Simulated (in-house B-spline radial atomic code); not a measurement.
# Ionising F IV (F3+) with different functionals

Computed with a radial B-spline atomic code at the basis-set limit: non-relativistic Hamiltonian, point nucleus, spin-polarised at highest spin, spherical fractional occupations for the functionals, and exact exchange of hybrids averaged over the configuration. The ionisation energy is the difference of two self-consistent energies, [He] 2s2 2p2 → [He] 2s2 2p1, without Breit or QED terms; ε is the level of the shell that loses the electron (its least bound occupied spin orbital).

```tsv
method	rung	ΔSCF (eV)	-ε(2p) (eV)
PBE0	global hybrid	87.80	78.52
B3LYP	global hybrid	?	?
TPSSh	global hybrid	?	?
M06-2X	global hybrid	87.26	81.75
BHandHLYP	global hybrid	87.82	81.90
r2SCAN0	global hybrid	88.18	79.14
B97-1	global hybrid	87.74	77.90
HSE06	range-separated hybrid	87.83	78.10
wB97X	range-separated hybrid	87.64	80.76
CAM-B3LYP	range-separated hybrid	87.98	80.00
LC-wPBE	range-separated hybrid	88.00	80.90
```

What does TPSSh give?

ΔSCF 87.96 eV, and -ε(2p) = 76.69 eV.

What does B3LYP give?

ΔSCF 88.03 eV, and -ε(2p) = 77.98 eV.

Among the functionals, which spreads more, the ΔSCF values or the orbital energies?

The orbital energies: ΔSCF values span about 0.92 eV and the orbital energies 5.21 eV; here energy differences depend much less on the functional than eigenvalues do.

How do they compare with the NIST value?

NIST lists 87.17 eV ± 0.017 (semi-empirical, ground level to ground level). Errors run from +0.08 to +1.00 eV; M06-2X is closest (+0.08 eV), but part of that can be cancellation, since the calculations leave out relativity, Breit-QED terms, multiplet and fine-structure energies.
